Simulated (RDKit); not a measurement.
A run for RDKit: MMFF94 on S4 (SMILES S=S(=S)=S).

```python
from rdkit import Chem
from rdkit.Chem import AllChem, rdDetermineBonds

blocks = [
'''4

S     0.00000403   -0.00000000   -0.00000000
S     1.91226797    0.00000000    0.00000000
S    -0.95613600    1.65606195    0.00000000
S    -0.95613600   -1.65606195    0.00000000
''',
]
mol = None
for b in blocks:
    f = Chem.MolFromXYZBlock(b)
    rdDetermineBonds.DetermineBonds(f, charge=0)
    mol = f if mol is None else Chem.CombineMols(mol, f)
Chem.SanitizeMol(mol)
print(Chem.MolToSmiles(Chem.RemoveHs(mol)))
ff = AllChem.MMFFGetMoleculeForceField(mol, AllChem.MMFFGetMoleculeProperties(mol), nonBondedThresh=100.0, ignoreInterfragInteractions=False)
e = ff.CalcEnergy()
print(f'MMFF94 energy {e:.6f} kcal/mol')
```

Output:

```
S=S(#[S+])[S-]
MMFF94 energy 41.431385 kcal/mol
```

The run finished.

Cost: roughly 0.04 core-seconds.
